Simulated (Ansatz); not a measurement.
A further run on B₆P₅H₁₈⁻, a cluster cut from wurtzite BP (hydrogen-capped).

```yaml
crystal:
  periodic: [false, false, false]
  atoms:
    - {symbol: B, position_ang: [0.129590, -1.824498, -1.598262]}
    - {symbol: P, position_ang: [-1.399753, -0.808725, -0.898250]}
    - {symbol: P, position_ang: [0.188091, -1.733727, 1.709432]}
    - {symbol: B, position_ang: [-1.432106, -0.827534, 1.095508]}
    - {symbol: B, position_ang: [-1.516156, 1.023652, -1.597934]}
    - {symbol: P, position_ang: [-1.409156, 1.028608, 1.709469]}
    - {symbol: P, position_ang: [1.699318, -0.861290, -0.898534]}
    - {symbol: B, position_ang: [1.936454, -1.204783, 1.036128]}
    - {symbol: B, position_ang: [1.768611, 1.022442, -1.444478]}
    - {symbol: P, position_ang: [0.102023, 1.902663, -0.897724]}
    - {symbol: B, position_ang: [-0.076516, 2.278306, 1.037339]}
    - {symbol: H, position_ang: [0.105743, -2.980415, -1.165368]}
    - {symbol: H, position_ang: [0.094271, -1.751399, -2.824554]}
    - {symbol: H, position_ang: [-2.602534, -1.503690, -1.249912]}
    - {symbol: H, position_ang: [-0.063208, -3.121588, 1.483494]}
    - {symbol: H, position_ang: [0.169984, -1.750588, 3.144520]}
    - {symbol: H, position_ang: [-2.415626, -1.396372, 1.555130]}
    - {symbol: H, position_ang: [-1.470075, 0.956892, -2.824222]}
    - {symbol: H, position_ang: [-2.529762, 1.579979, -1.165261]}
    - {symbol: H, position_ang: [-2.736733, 1.504138, 1.481966]}
    - {symbol: H, position_ang: [-1.434372, 1.021399, 3.144534]}
    - {symbol: H, position_ang: [2.838204, -1.481672, -1.505531]}
    - {symbol: H, position_ang: [2.699425, -2.146723, 1.244578]}
    - {symbol: H, position_ang: [2.245510, -0.183414, 1.639935]}
    - {symbol: H, position_ang: [1.791138, 1.035844, -2.677160]}
    - {symbol: H, position_ang: [2.732071, 1.579005, -0.918618]}
    - {symbol: H, position_ang: [0.132874, 3.199554, -1.503949]}
    - {symbol: H, position_ang: [0.962428, 2.033758, 1.640760]}
    - {symbol: H, position_ang: [-0.509726, 3.410207, 1.246963]}
basis:
  gaussian: {orbitals: STO-3G}
total_charge: -1
hamiltonian: {xc: {name: rPW86-PBE}}
```

```sh
$ ansatz run in.yaml --threads 4 --pin off --events-out ev --progress --plain --max-ram 6963MiB
```

Output, abridged:

```
Functional definition: rPW86-PBE
1186 factors; integrals over basis functions are off by at most 5.4e-5 eV
mean field evaluation 1: about -50270.3718 eV, gradient 5.5e1 eV
mean field evaluation 2: about -50267.1003 eV, gradient 6.1e1 eV
mean field evaluation 4: about -50280.8842 eV, gradient 1.6e0 eV
mean field evaluation 8: about -50280.6231 eV, gradient 1.5e-1 eV
mean field evaluation 16: about -50280.6231 eV, gradient 9.6e-6 eV
mean field -50280.62314720 eV, -1847.7788192293 hartree, gradient 9.6e-6 eV, S^2 0.000000; 0 other end points of the search recorded, 0 dependent functions left out
reference -50280.62327531 eV, -1847.7788239371 hartree; 62, 62 occupied and 31, 31 virtual orbitals, 1186 factors
Total energy: -50280.62327531 eV, -1847.7788239371 hartree
```

Run time 3.5 s (4 threads of Intel Xeon 6975P-C on a shared host).

The highest occupied level of an anion often lies above zero with these methods, and sets without diffuse functions describe the outer electron poorly.
